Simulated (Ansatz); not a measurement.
System: difluoro(fluorosilyl)silane, Si$_{2}$H$_{3}$F$_{3}$ (charge 0, singlet). SMILES: F[SiH2][SiH](F)F
Structure (B3LYP-D3(BJ)/def2-TZVP (Ansatz, a program for electronic structure) minimum search):
```xyz
8

F     -1.8125    -1.5016     0.5221
Si    -1.4275    -0.0227     0.0132
Si     0.9017     0.0560    -0.3318
F      1.2524     1.4963    -0.9345
F      1.6590    -0.0713     1.0694
H     -1.8508     0.9539     1.0401
H     -2.1489     0.2302    -1.2541
H      1.4702    -0.9610    -1.2376
```

B3LYP/6-311+G** beside other levels, property by property. Terms: non-relativistic; spin-orbit terms left out; 6-311+G** with 5d, 6d on Na to Ar in Ansatz; open shells spin-unrestricted; 6-31G* and kin with 6d, 5d where marked; each state is the SCF solution reached for its charge and spin; atomisation electronic, to ground-state atoms; valence correlation only; dispersion terms only where a functional's name holds one. CBS(X,Y): correlation extrapolated as X^-3; Hartree-Fock from the larger set. The bracket is a focal-point correction in the basis named. First-principles rows: single points at B3LYP-D3(BJ) geometries (Ansatz), with unscaled harmonic terms from B3LYP/6-31G* (Ansatz) at its own minima, enthalpies of formation by atomisation with measured atoms. Levels can end on unlike triplets.

Coupled cluster (Ansatz) is a level with limits of its own, used here on species with T1 under 0.025 (0.045 for open shells) and stable references: (a) RI-MP2/CBS(aug-cc-pV(T+d)Z,aug-cc-pV(Q+d)Z)+[CCSD(T)-MP2]/aug-cc-pV(T+d)Z; (b) CCSD(T)/CBS(aug-cc-pV(T+d)Z,aug-cc-pV(Q+d)Z).

| property | B3LYP/6-311+G** (Ansatz) | HF/6-31G* (Ansatz) | B3LYP/def2-TZVPD (Ansatz) | wB97M-V/def2-TZVPD (Ansatz) | to compare with |
|---|---|---|---|---|---|
| vertical triplet-singlet gap, E(triplet) - E(singlet) (eV) | 5.43 | 6.25 | 5.25 | 5.51 | 5.60 coupled cluster (a) |
| atomisation energy (kcal/mol) | 666.6 | 517.2 | 692.3 | 702.3 | 711.9 coupled cluster (b) |
| vertical ionisation energy to the doublet (eV) | 11.07 | 10.77 | 10.91 | 11.03 | 11.30 coupled cluster (a) |
| F-Si bond dissociation enthalpy at 298 K, to F[SiH][SiH2]F + F atom (kcal/mol) | 141.7 | 115.6 | 149.0 | 153.8 | 157.0 coupled cluster (b) |
| enthalpy of formation at 298 K (kcal/mol) | -223.4 | -74.1 | -249.2 | -259.2 | -268.8 coupled cluster (b) |

As the rows show:
- vertical triplet-singlet gap, E(triplet) - E(singlet): B3LYP/6-311+G** lies 0.17 eV below coupled cluster.
- atomisation energy: B3LYP/6-311+G** lies 45.3 kcal/mol below coupled cluster.
- vertical ionisation energy to the doublet: B3LYP/6-311+G** lies 0.23 eV below coupled cluster.
- F-Si bond dissociation enthalpy at 298 K, to F[SiH][SiH2]F + F atom: B3LYP/6-311+G** lies 15.3 kcal/mol below coupled cluster.
- enthalpy of formation at 298 K: B3LYP/6-311+G** lies 45.4 kcal/mol above coupled cluster.

The properties are those with a value to compare with, at most eight drawn at random. No case is left out for the size of its miss. Left out are saddle points of the reference geometry, anions that the best level run finds unbound, excited spin states, species near biochemistry, 298 K rows of species without real B3LYP wavenumbers, cases with under five habitual levels, runs that failed or that the program found above a lower state of the same kind, table entries that another table contradicts, and a share of species set aside by lot.
